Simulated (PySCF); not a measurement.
Species: ClH₅P₂Si.
Cartesian coordinates in Å at the PBE0-D3(BJ)/def2-SVP level; atoms count from 1:
```
atom  x, y, z in Å
P1    -2.0047   -1.0248   -0.6986
Si2   -0.2027   -2.0328   -1.6146
P3     1.6844   -0.8402   -1.9562
Cl4   -0.8067   -2.6861   -3.4895
H5    -1.9016    0.1094   -1.5613
H6    -1.2351   -0.4184    0.3435
H7     0.1402   -3.2217   -0.7809
H8     1.6590   -0.2709   -0.6441
H9     0.9752    0.2518   -2.5439
```

Computed at PBE0/pcSseg-1 (PySCF, non-relativistic), with Q(35Cl) = −0.0817 b: Cl4, 35Cl (I = 3/2): χzz = -45.24 MHz, η = 0.010.

**Question.** Find the zero-field quadrupole resonance frequencies of 35Cl at Cl4.

**Answer.** From ν = (|χ|/2)√(1 + η²/3): ν = 22.62 MHz (silicon-bound chlorine). For 37Cl the ratio of quadrupole moments, 0.7881, gives 17.83 MHz.

**Question.** Apply the simplest Townes–Dailey estimate (no s hybridisation, no π bonding), ionic character = 1 − χzz/χ0, where χ0 is the coupling for one missing p electron along the bond: −109.74 MHz for 35Cl.

**Answer.** Cl4 on Si2: 1 − (-45.24)/(-109.74) = 0.59. In this model a purely covalent bond gives χ0 and a free halide ion gives zero; s hybridisation or π bonding, where present, is counted here as ionic character.

In a crystal, neighbours and librations shift these lines. Isolated species at its PBE0-D3(BJ)/def2-SVP geometry (one conformer only). These gradients aren't converged with respect to the basis.
